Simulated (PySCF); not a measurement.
A side-by-side comparison of computed properties.

First species: Si(vinyl)Br3, C₂H₃Br₃Si.
Z-matrix (Å and degrees, PBE0-D3(BJ)/def2-SVP geometry), rows numbered from 1:
```
Si
C   1  1.8567
C   2  1.3365  1  123.24
H   2  1.0965  1  116.97  3   179.22
H   3  1.0958  2  122.13  1    -0.86
H   3  1.0953  2  121.60  1   179.05
Br  1  2.2167  2  110.76  3   -62.59
Br  1  2.2140  2  109.47  3   177.38
Br  1  2.2170  2  111.38  3    56.84
```

Second species: AlEt2(OH), C4H11AlO.
SMILES: `C[CH2][Al]([OH])[CH2]C`

Levels: CAM-B3LYP/def2-SVPD for HOMO energy, LUMO energy, HOMO–LUMO gap and static isotropic polarisability; TDDFT CAM-B3LYP/def2-SVPD for lowest singlet excitation; TDA CAM-B3LYP/def2-SVPD for lowest triplet excitation (Tamm–Dancoff). Geometries: PBE0-D3(BJ)/def2-SVP. Each structure is a single optimised conformer of the isolated species, non-relativistic unless stated. Electronic properties by PySCF.

| property | column X | column Y |
| --- | --- | --- |
| HOMO energy | -9.64 eV | -8.44 eV |
| LUMO energy | -0.50 eV | 0.27 eV |
| HOMO–LUMO gap | 9.14 eV | 8.71 eV |
| lowest singlet excitation | 6.18 eV | 5.83 eV |
| lowest triplet excitation (Tamm–Dancoff) | 3.99 eV | 5.55 eV |
| static isotropic polarisability | 111.7 au | 78.7 au |

Problem. Which column belongs to which species?

Solution. Column X is the first species and column Y the second. The first has 9 atoms and 134 electrons, the second 17 and 56.

Problem. How does each property change from the first species to the second?

Solution. HOMO energy +1.20 eV; LUMO energy +0.77 eV; HOMO–LUMO gap -0.43 eV; lowest singlet excitation -0.35 eV; lowest triplet excitation (Tamm–Dancoff) +1.56 eV; static isotropic polarisability -33.0 au.

On the first: No computed singlet falls in the visible range (750 to 380 nm, 1.65 to 3.26 eV); S1 lies 2.92 eV above its blue end. The vertical singlet–triplet gap S1 − T1 is 2.19 eV (TDDFT singlet less Tamm–Dancoff triplet). The calculation is non-relativistic and has no spin–orbit coupling, an omission that weighs most on bromine.

On the second: No computed singlet falls in the visible range (750 to 380 nm, 1.65 to 3.26 eV); S1 lies 2.57 eV above its blue end. The 15 singlets span 5.83 to 8.53 eV, and their oscillator strengths add up to 0.51.
